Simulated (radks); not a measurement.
Results of a calculation; reference values are marked as such.
The nitrogen ion N3+, 4 electrons, occupied as [He] 2s1 4d1 (not the ground configuration). Level of theory: Dirac Kohn-Sham, LDA (Slater exchange, Perdew-Wang correlation), spin-unpolarised, spherical densities, point nucleus; open shells fill j = l - 1/2 first (a radial shooting solver on a logarithmic mesh with Libxc functionals). Some entries of the table are withheld. Estimate them.

| orbital | occ. | eigenvalue (hartree) | <r^2> (bohr^2) | <r> (bohr) |
|---|---|---|---|---|
| 1s1/2 | 2 | -17.24731 | (1) | 0.2295 |
| 2s1/2 | 1 | (2) | 1.321 | 1.062 |
| 4d3/2 | 1 | (3) | (4) | (5) |
| 4d5/2 | 0 | (6) | (7) | (8) |

Answer. 
(1) 1s1/2 <r^2> (bohr^2): 0.07109
(2) 2s1/2 eigenvalue (hartree): -2.96232
(3) 4d3/2 eigenvalue (hartree): -0.46174
(4) 4d3/2 <r^2> (bohr^2): 28.33
(5) 4d3/2 <r> (bohr): 4.986
(6) 4d5/2 eigenvalue (hartree): -0.46171
(7) 4d5/2 <r^2> (bohr^2): 28.34
(8) 4d5/2 <r> (bohr): 4.987
